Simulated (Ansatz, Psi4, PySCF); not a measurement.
C₅H₉O, charge +1, singlet, at a GFN2-xTB geometry. Base run: PySCF with R2SCAN/STO-3G.

Geometry (Å):
```xyz
15

O      1.9833    -0.6399    -0.0273
C      0.7825    -0.2341    -0.0046
C      0.3169     1.1291     0.2685
C     -1.1673     1.1183    -0.1243
C     -1.5892    -0.3318     0.1265
C     -0.3420    -1.1369    -0.2569
H      2.6894     0.0194     0.1232
H      0.4102     1.2921     1.3522
H      0.9134     1.9094    -0.2100
H     -1.7548     1.8276     0.4516
H     -1.2718     1.3698    -1.1797
H     -1.8205    -0.4859     1.1804
H     -2.4613    -0.6157    -0.4551
H     -0.3431    -1.3591    -1.3334
H     -0.2328    -2.1065     0.2337
```
Charge +1, spin multiplicity 1.
All else is at PySCF's defaults.

The same geometry, method and basis name were run in Ansatz (an electronic-structure program) and Psi4 and PySCF, at each program's defaults and at the settings that a row names. The base is PySCF at its defaults. Differences at the defaults can come from grids, fitting, cores and function types together.

| code and settings | ΔE vs base (µEh) | basis functions | E (Eh) | SCF cycles |
|---|---|---|---|---|
| PySCF, defaults (exact integrals, its default grid, spherical functions) | 0.0 | 39 | -267.43751 | 9 |
| Psi4, defaults (density fitting with its default set, its default grid, spherical functions) | … | 39 | … | 8 |
| Ansatz, defaults (factorised integrals, its default grid, spherical functions) | -133 | 39 | -267.43765 | - |
| PySCF, density fitting with def2-universal-jkfit | … | 39 | … | 9 |
| PySCF, fine grid | -89.8 | 39 | -267.43760 | 9 |
| Psi4, exact integrals, spherical functions, fine grid | -92.0 | 39 | -267.43761 | 10 |
| Ansatz, high accuracy | -124 | 39 | -267.43764 | - |

Some entries are withheld; supply them.


- Psi4, defaults (density fitting with its default set, its default grid, spherical functions), ΔE vs base (µEh): -2152
- Psi4, defaults (density fitting with its default set, its default grid, spherical functions), E (Eh): -267.43967
- PySCF, density fitting with def2-universal-jkfit, ΔE vs base (µEh): -1979
- PySCF, density fitting with def2-universal-jkfit, E (Eh): -267.43949
